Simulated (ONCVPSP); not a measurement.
# What one change does to a pseudopotential (Ge, ONCV)

| Item | Value |
| --- | --- |
| Element | germanium (Ge) |
| Generator | ONCVPSP 4.0.1 |
| Type | optimised norm-conserving Vanderbilt (ONCV) |
| Functional | PBE |
| Relativity | scalar-relativistic |
| Frozen core | [Ar] 3d10 |
| Valence charge | 4 |
| Reference configuration | 4s2 (charge +2) |
| Partial waves | 4s: rc 1.45 bohr, ncon 3, nbas 7, qcut 3.8 1/bohr, 2 projectors, debl 1.1 Ha; p scattering state at 0.18 Ha: rc 1.25 bohr, ncon 4, nbas 7, qcut 7 1/bohr, 2 projectors, debl 3.9 Ha; d scattering state at 0.07 Ha: rc 1.50 bohr, ncon 3, nbas 6, qcut 5.7 1/bohr, 2 projectors, debl 2.7 Ha |
| Local potential | polynomial inside 1.20 bohr (lpopt 4, dvloc0 0 Ha) |
| Core correction | none |

Change: s: debl 4.85.

Cutoffs: the cutoffs (Ha) at which the residual kinetic energy of the hardest occupied pseudo-wave falls to 1 and 0.1 mHa per electron; they do not see the model core or the augmentation charge, which bear on the density cutoff. Errors are all-electron minus pseudo energies relative to the spin-unpolarised reference configuration.

Problem. Predict the effect on cutoff, ghosts and configuration errors.

Solution. The potential gets neither clearly harder nor softer (14 Ha and 51 Ha → 14 Ha and 51 Ha); both files keep a bound ghost (d, p); the errors of the 3 common tests hardly move; the range in which the s phases agree widens (upper end 2.2 → 4.8).

| quantity | base | changed |
| --- | --- | --- |
| cutoff, loose | 14 Ha | 14 Ha |
| cutoff, tight | 51 Ha | 51 Ha |
| bound ghosts | p, d | p, d |
| GHOST(+) flags under 300 eV | s at 68.5 eV | s at 134.4 eV |
| tests with a reliable result | 3 of 4 | 3 of 4 |
| error for 4s2 4p2, meV [ΔE -22.88 eV] | +88 | +90 |
| error for 4s2 4p1, meV [ΔE -15.44 eV] | +32 | +33 |
| error for 4s1, meV [ΔE 34.79 eV] | +110 | +110 |
| s: phases at 1.48 bohr within 0.05 rad from the reference energy up to (Ha; the scan ends near 5) | 2.2 | 4.8 |
| p: phases at 1.27 bohr within 0.05 rad from the reference energy up to (Ha; the scan ends near 5) | to the end of the scan | to the end of the scan |
| d: phases at 1.52 bohr within 0.05 rad from the reference energy up to (Ha; the scan ends near 5) | to the end of the scan | to the end of the scan |

 A true bound ghost makes a file unfit for plane-wave use even where its test errors are small: the radial tests pick states by their node count and pass the ghost by.
